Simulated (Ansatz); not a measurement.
Coupled-cluster diagnostics for the cluster GeF2⁺, Ansatz.

Geometry of the doublet (PBE-D4/def2-TZVP):

```xyz
3

Ge   -0.395    0.966   -0.168
F    -0.566   -0.687    0.713
F     0.961   -0.279   -0.545
```

Correlated methods freeze 11 core orbitals; core or outer-core shells of Ge are correlated, in sets that lack core-valence functions. Another isomer (doublet) lies 1.53 eV lower at PBE0-D4/def2-TZVP; other spin states weren't run for this one.

Estimate the CCSD(T) correlation energy, the shares of MP2 and (T), T1 and the reference's ⟨S²⟩ for: charge 1, doublet, own geometry in def2-TZVPP; and the rough time on 4 threads of Arm Neoverse V1 on a shared host.


| state | basis | correlation (eV) | MP2 share (%) | (T) share (%) | T1 | ⟨S²⟩ (pure) | wall time | remarks |
| --- | --- | --- | --- | --- | --- | --- | --- | --- |
| charge 1, doublet, own geometry | def2-TZVPP | -19.582 | 93.0 | 3.9 | 0.054 | 0.77 (0.75) | 11 s | large T1 |
Customary marks for T1 are 0.02 (closed shells), 0.045 (open shells) and about 0.05 (3d metals). T1 exceeds 0.02 in 1 of 1 rows and 0.045 in 1; the higher it lies, the less the single-reference result can be trusted.
